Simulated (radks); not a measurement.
Problem. The mercury ion Hg3+, configuration [Kr] 4d10 4f14 5s2 5p5 5d9 6d1 (not the ground configuration). Calculated with a radial shooting solver on a logarithmic mesh with Libxc functionals: Dirac Kohn-Sham, LDA (Slater exchange, Perdew-Zunger correlation), spin-unpolarised, spherical densities, finite nucleus; open shells fill j = l - 1/2 first; Fermi nuclear charge, rms radius 5.4648 fm. Some entries of the table are withheld. Estimate them.

| orbital | occ. | eigenvalue (hartree) | r(max) (bohr) | <r^2> (bohr^2) |
|---|---|---|---|---|
| 1s1/2 | 2 | -3049.345 | 0.01023 | 0.0003815 |
| 2s1/2 | 2 | -541.4846 | 0.05941 | 0.005747 |
| 2p1/2 | 2 | (1) | 0.04362 | 0.004056 |
| 2p3/2 | 4 | (2) | 0.05112 | 0.005242 |
| 3s1/2 | 2 | -129.7501 | 0.1672 | 0.03731 |
| 3p1/2 | 2 | -119.9788 | 0.1558 | 0.03395 |
| 3p3/2 | 4 | -104.1456 | 0.1711 | 0.04035 |
| 3d3/2 | 4 | (3) | 0.1330 | (4) |
| 3d5/2 | 6 | (5) | 0.1371 | (6) |
| 4s1/2 | 2 | -29.80423 | 0.3764 | 0.1803 |
| 4p1/2 | 2 | -25.60760 | 0.3742 | (7) |
| 4p3/2 | 4 | -21.77433 | 0.4055 | (8) |
| 4d3/2 | 4 | -14.88198 | 0.3976 | 0.2265 |
| 4d5/2 | 6 | -14.16689 | 0.4072 | 0.2378 |
| 5s1/2 | 2 | -5.96467 | 0.8258 | 0.8986 |
| 4f5/2 | 6 | -5.28417 | 0.3636 | 0.2756 |
| 4f7/2 | 8 | -5.12949 | 0.3681 | 0.2833 |
| 5p1/2 | 2 | -4.55827 | 0.8684 | 1.037 |
| 5p3/2 | 3 | -3.85774 | 0.9458 | 1.242 |
| 5d3/2 | 4 | -1.90755 | (9) | 1.984 |
| 5d5/2 | 5 | -1.82398 | (10) | 2.106 |
| 6d3/2 | 1 | -0.60990 | 3.343 | 14.98 |
| 6d5/2 | 0 | -0.59906 | 3.417 | 15.53 |

Solution. 
(1) 2p1/2 eigenvalue (hartree): -519.9429
(2) 2p3/2 eigenvalue (hartree): -448.4441
(3) 3d3/2 eigenvalue (hartree): -87.83469
(4) 3d3/2 <r^2> (bohr^2): 0.03087
(5) 3d5/2 eigenvalue (hartree): -84.43880
(6) 3d5/2 <r^2> (bohr^2): 0.03261
(7) 4p1/2 <r^2> (bohr^2): 0.1834
(8) 4p3/2 <r^2> (bohr^2): 0.2158
(9) 5d3/2 r(max) (bohr): 1.110
(10) 5d5/2 r(max) (bohr): 1.142
